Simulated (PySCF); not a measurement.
IPb (SMILES [I][Pb]), doublet, at a GFN2-xTB geometry (such geometries of metal compounds can be far from the true shape) (the spin is typed, not shown lowest) (core potentials on I, Pb); PBE/def2-SVP in PySCF.

The PySCF input:
```python
from pyscf import gto, scf, dft

mol = gto.Mole()
mol.atom = '''
    Pb   -0.000000   -0.000000   -1.094024
    I     0.000000    0.000000    1.692641
'''
mol.basis = 'def2-svp'
mol.ecp = {'I': 'def2-svp', 'Pb': 'def2-svp'}
mol.charge = 0
mol.spin = 1
mol.verbose = 4
mol.symmetry = True
mol.build()

mf = dft.UKS(mol)
mf.xc = 'pbe'
mf.kernel()
mf.analyze()
```

Problem. Predict the main parts of the log of this PySCF run.

Solution. 
```
PySCF version 2.14.0

[INPUT] verbose = 4
[INPUT] num. atoms = 2
[INPUT] num. electrons = 47
[INPUT] charge = 0
[INPUT] spin (= nelec alpha-beta = 2S) = 1
[INPUT] symmetry True subgroup None
[INPUT] Mole.unit = angstrom
[INPUT] Symbol           X                Y                Z      unit          X                Y                Z       unit  Magmom
[...]
nuclear repulsion = 104.442933042185
point group symmetry = Coov
symmetry origin: [0.00000000e+00 0.00000000e+00 6.99898563e-08]
symmetry axis x: [1. 0. 0.]
symmetry axis y: [0. 1. 0.]
symmetry axis z: [0. 0. 1.]
num. orbitals of irrep A1 = 20
num. orbitals of irrep E1x = 12
num. orbitals of irrep E1y = 12
num. orbitals of irrep E2x = 4
num. orbitals of irrep E2y = 4
number of shells = 20
number of NR pGTOs = 122
number of NR cGTOs = 52
basis = def2-svp
ecp = {'I': 'def2-svp', 'Pb': 'def2-svp'}

******** <class 'pyscf.dft.uks_symm.SymAdaptedUKS'> ********
method = SymAdaptedUKS
initial guess = minao
damping factor = 0
level_shift factor = 0
DIIS = <class 'pyscf.scf.diis.CDIIS'>
diis_start_cycle = 1
diis_space = 8
diis_damp = 0
SCF conv_tol = 1e-09
SCF conv_tol_grad = None
SCF max_cycles = 50
direct_scf = True
direct_scf_tol = 1e-13
number electrons alpha = 24  beta = 23
XC library pyscf.dft.libxc version 7.1.2
    S. Lehtola, C. Steigemann, M. J. T. Oliveira, and M. A. L. Marques,  SoftwareX 7, 1–5 (2018)
XC functionals = pbe
    J. P. Perdew, K. Burke, and M. Ernzerhof,  Phys. Rev. Lett. 77, 3865 (1996)
    J. P. Perdew, K. Burke, and M. Ernzerhof,  Phys. Rev. Lett. 78, 1396 (1997)
    J. P. Perdew, K. Burke, and M. Ernzerhof,  Phys. Rev. Lett. 77, 3865 (1996)
    J. P. Perdew, K. Burke, and M. Ernzerhof,  Phys. Rev. Lett. 78, 1396 (1997)
radial grids:
    Treutler-Ahlrichs [JCP 102, 346 (1995); DOI:10.1063/1.469408] (M4) radial grids

becke partition: Becke, JCP 88, 2547 (1988); DOI:10.1063/1.454033
pruning grids: <function nwchem_prune>
grids dens level: 3
symmetrized grids: True
atomic radii adjust function: <function treutler_atomic_radii_adjust>
small_rho_cutoff = 0
Freeze 0 electrons in irreps []
    47 free electrons in irreps A1 E1x E1y E2x E2y
Set gradient conv threshold to 3.16228e-05
tot grids = 45192
init E= -435.755584407711

cycle= 1 E= -488.332508719939  delta_E= -52.6  |g|= 2.49  |ddm|= 11.2
cycle= 2 E= -484.82141946026  delta_E= 3.51  |g|= 2.56  |ddm|= 8.47

cycle= 3 E= -489.408686474714  delta_E= -4.59  |g|= 1.13  |ddm|= 7.35

[...]
SCF not converged.
Total Energy =                        -490.628818120281096
[...]
beta  MO #11 (E1y #3), energy= -1.79043603132965 occ= 1
beta  MO #12 (E2x #1), energy= -1.78621769861965 occ= 1
beta  MO #13 (E2y #1), energy= -1.78621769861965 occ= 1
beta  MO #14 (A1 #6), energy= -0.794116422928586 occ= 1
beta  MO #15 (E2x #2), energy= -0.78814077146699 occ= 1
beta  MO #16 (E2y #2), energy= -0.78814077146699 occ= 1
beta  MO #17 (E1x #4), energy= -0.782254278239013 occ= 1
beta  MO #18 (E1y #4), energy= -0.782254278239013 occ= 1
beta  MO #19 (A1 #7), energy= -0.617134062387579 occ= 1
beta  MO #20 (A1 #8), energy= -0.446609822508769 occ= 1
beta  MO #21 (A1 #9), energy= -0.253774738491675 occ= 1
beta  MO #22 (E1x #5), energy= -0.229163708377734 occ= 1
beta  MO #23 (E1y #5), energy= -0.229163708377734 occ= 1
beta  MO #24 (E1x #6), energy= -0.101867022024468 occ= 0
beta  MO #25 (E1y #6), energy= -0.101867022024468 occ= 0
beta  MO #26 (A1 #10), energy= -0.055821988433042 occ= 0
beta  MO #27 (A1 #11), energy= 0.143889028126125 occ= 0
beta  MO #28 (A1 #12), energy= 0.166757993388314 occ= 0
beta  MO #29 (E1x #7), energy= 0.215953247985147 occ= 0
beta  MO #30 (E1y #7), energy= 0.215953247985147 occ= 0
beta  MO #31 (E1x #8), energy= 0.255959396458418 occ= 0
beta  MO #32 (E1y #8), energy= 0.255959396458418 occ= 0
beta  MO #33 (A1 #13), energy= 0.272799893927709 occ= 0
beta  MO #34 (E2x #3), energy= 0.28991543471075 occ= 0
beta  MO #35 (E2y #3), energy= 0.28991543471075 occ= 0
beta  MO #36 (A1 #14), energy= 0.363933830371043 occ= 0
beta  MO #37 (E1x #9), energy= 0.387077938265765 occ= 0
beta  MO #38 (E1y #9), energy= 0.387077938265765 occ= 0
beta  MO #39 (E2x #4), energy= 0.408009082221625 occ= 0
beta  MO #40 (E2y #4), energy= 0.408009082221625 occ= 0
beta  MO #41 (A1 #15), energy= 0.473667505970069 occ= 0
beta  MO #42 (E1x #10), energy= 0.527973657009893 occ= 0
beta  MO #43 (E1y #10), energy= 0.527973657009893 occ= 0
beta  MO #44 (A1 #16), energy= 0.753853820696672 occ= 0
beta  MO #45 (E1x #11), energy= 18.4521747063354 occ= 0
beta  MO #46 (E1y #11), energy= 18.4521747063354 occ= 0
beta  MO #47 (A1 #17), energy= 18.5520842050902 occ= 0
beta  MO #48 (E1x #12), energy= 19.7928775461858 occ= 0
beta  MO #49 (E1y #12), energy= 19.7928775461858 occ= 0
beta  MO #50 (A1 #18), energy= 20.1226466073434 occ= 0
beta  MO #51 (A1 #19), energy= 55.7415941183548 occ= 0
beta  MO #52 (A1 #20), energy= 55.9601995650644 occ= 0
In total            24.00000 | 23.00000
Dipole moment(X, Y, Z, Debye):  0.00000,  0.00000, -2.85704
```

The run did not converge; its last values are not results.
